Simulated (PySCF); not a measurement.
H3P. Atoms are numbered in the order given.

```xyz
4

P      0.0000     0.0000    -0.1282
H      1.0323     0.5960     0.6412
H      0.0000    -1.1920     0.6412
H     -1.0323     0.5960     0.6412
```
Charge 0, spin multiplicity 1.

Geometry: B3LYP-D3(BJ)/def2-TZVP.

Computed with PBE0/pcSseg-1 (PySCF).

GIAO shieldings, no solvent; atoms alike by connectivity are averaged. δ = σ(ref) − σ: ¹H against TMS (σ = 31.56 ppm), references at their B3LYP-D3(BJ)/def2-TZVP geometries, non-relativistic.

Q: Estimate the chemical shifts. (Estimate from the structure and the level; the computed values follow.)

A: 
```
nucleus       atoms  count  δ (ppm)
-------  ----------  -----  -------
¹H       H2, H3, H4      3     2.14
```
